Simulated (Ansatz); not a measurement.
Relaxation of Cl₂H₄OSi (8 atoms, charge 0, multiplicity 1), to a largest force component of 0.03 eV/Å in at most 50 steps.

Level of theory: Ansatz, RKS revPBE-D4/def2-SVP.

```xyz
8
Properties=species:S:1:pos:R:3
Si -0.412 0.200 -0.640
O 0.856 0.913 0.289
Cl 0.174 -1.629 -1.404
Cl -2.098 -0.063 0.524
H -0.761 1.096 -1.783
H 0.790 -0.894 1.671
H 0.302 -1.363 1.480
H 1.148 1.739 -0.137
```

Question: Where does it end, and by what steps?

Answer: The run converged. The force dipped under the threshold on the way, but the program's further checks kept it going. After 44 steps the energy has fallen by 0.379 eV; H8 moved furthest, 1.50 Å.

| step | energy less start (eV) | largest force component (eV/Å) | accepted |
| --- | --- | --- | --- |
| 0 | 0.0000 | 1.835 | yes |
| 2 | -0.2191 | 0.327 | yes |
| 4 | -0.2485 | 0.107 | yes |
| 6 | -0.2498 | 0.030 | yes |
| 8 | -0.2552 | 0.168 | yes |
| 10 | -0.2641 | 0.222 | yes |
| 12 | -0.2719 | 0.122 | yes |
| 14 | -0.2914 | 0.126 | yes |
| 16 | -0.2942 | 0.324 | no |
| 18 | -0.2977 | 0.065 | yes |
| 20 | -0.3003 | 0.041 | yes |
| 22 | -0.3026 | 0.190 | yes |
| 24 | -0.3053 | 0.365 | yes |
| 26 | -0.3145 | 0.386 | yes |
| 28 | -0.3244 | 0.566 | yes |
| 30 | -0.3501 | 0.143 | yes |
| 32 | -0.3646 | 0.459 | yes |
| 34 | -0.3724 | 0.243 | yes |
| 36 | -0.3749 | 0.164 | yes |
| 38 | -0.3740 | 0.398 | no |
| 40 | -0.3771 | 0.259 | no |
| 42 | -0.3785 | 0.071 | yes |
| 44 | -0.3788 | 0.029 | yes |

```xyz
8
Properties=species:S:1:pos:R:3
Si -0.522 0.451 -1.013
O 0.792 1.000 -0.161
Cl -0.015 -1.115 -2.278
Cl -1.998 -0.250 0.277
H -1.040 1.597 -1.805
H 0.441 -0.947 2.134
H 1.150 -1.104 2.378
H 1.191 0.370 0.468
```

The run took 67 s on 2 threads of Arm Neoverse V1, with other jobs on the host, peak memory 0.13 GiB.
